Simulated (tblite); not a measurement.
C5H15N2Si, doublet, geometry from GFN2-xTB; IPEA1-xTB (tblite).

Here is a job for tblite.
```
$ tblite run mol.xyz --method ipea1 --charge 0 --spin 1 --json tblite.json --no-restart

# file mol.xyz
23

C      2.42911425     0.14893972     1.29946826
N      1.35903917    -0.26522210     0.43359287
C      1.49560796    -1.62915642    -0.00208307
Si    -0.12147409     0.64906371     0.39536643
C      0.24816781     2.23045437    -0.61350139
N     -1.29164595    -0.33051078    -0.44587289
C     -2.19130465     0.22706462    -1.41904632
C     -1.85372746    -1.49179075     0.19462288
H      2.28970945     1.18924391     1.58019373
H      2.47019164    -0.45518302     2.21506570
H      3.39018434     0.04643618     0.78529525
H      0.71099494    -1.86270648    -0.71486176
H      2.46694213    -1.76200953    -0.48989427
H      1.44206548    -2.33799598     0.83563189
H     -0.60237413     2.90364485    -0.63812357
H      1.08081107     2.76952925    -0.17391572
H      0.52133067     1.98375771    -1.63803406
H     -3.13667552     0.55211813    -0.96396338
H     -1.73205897     1.07876649    -1.90964269
H     -2.42678671    -0.52811780    -2.17580139
H     -2.81399645    -1.26342747     0.67485946
H     -2.02788702    -2.28006011    -0.54535953
H     -1.17071372    -1.86382743     0.95261815
```

Output, abridged:

```
xTB calculator
 | screened Coulomb repulsion
 | Coulomb electrostatics
 |  * isotropic Klopman-Ohno-Mataga-Nishimoto electrostatics
 |  * onsite third-order electrostatics
 | DFT-D3(BJ) dispersion correction

halogen bonding energy    0.0000000000000E+00 Eh
repulsion energy          4.7478222928098E-01 Eh
dispersion energy        -1.0648421946178E-02 Eh
number of electrons       4.9000000000000E+01 e
integral cutoff           4.0000000000000E+01 bohr

------------------------------------------------------------
  cycle        total energy    energy error   density error
------------------------------------------------------------
      1     -29.83101973090  -3.0295154E+01   5.0623340E-01
      2     -30.01406664915  -1.8304692E-01   2.9365475E-01
      3     -29.93093245747   8.3134192E-02   1.9171769E-01
      4     -30.13170282441  -2.0077037E-01   1.9800345E-02
      5     -30.13480892659  -3.1061022E-03   5.7901457E-03
      6     -30.13512067827  -3.1175168E-04   1.6843251E-03
      7     -30.13511090836   9.7699084E-06   1.3281822E-03
      8     -30.13512311004  -1.2201685E-05   5.4230678E-04
      9     -30.13512446936  -1.3593135E-06   2.7969108E-04
     10     -30.13512514948  -6.8012598E-07   8.8925013E-05
     11     -30.13512521419  -6.4705240E-08   2.5584066E-05
     12     -30.13512521948  -5.2903424E-09   6.5534949E-06
------------------------------------------------------------

electronic energy        -3.0599259026813E+01 Eh
total energy             -3.0135125219478E+01 Eh

Post processing:
 | Mayer-Wiberg bond orders

[Info] JSON dump of results written to 'tblite.json'
```
